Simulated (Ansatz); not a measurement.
Diatomic Be2, closed-shell singlet (the spin of the measured ground state).

D_e counts from the fitted minimum to each atom's lowest state at the same level, without counterpoise. The singlet is restricted.

Correlated levels freeze the inner cores; with def2 sets outer-core shells near the valence are correlated too.

Programs: Ansatz (Gaussian basis) for Hartree–Fock, density functionals and correlated methods. 

PBE/def2-TZVPP gives 40.3 kJ/mol for the bond energy D_e.

Problem. Predict the shift from PBE, with its sign, for: r2SCAN/def2-TZVPP, B3LYP/def2-TZVPP, B2PLYP/def2-TZVPP, CCSD(T)/aug-cc-pV5Z.

Solution. r2SCAN/def2-TZVPP -6.2; B3LYP/def2-TZVPP -23.6; B2PLYP/def2-TZVPP -32.0; CCSD(T)/aug-cc-pV5Z -33.0 kJ/mol. 0 of 4 lie above PBE; the widest gap is to CCSD(T)/aug-cc-pV5Z.

Doubts at one or more of the structures used: a restricted determinant that unrestricted orbitals would lower (B2PLYP/def2-TZVPP, CCSD(T)/aug-cc-pV5Z).

Ansatz is an electronic-structure program.
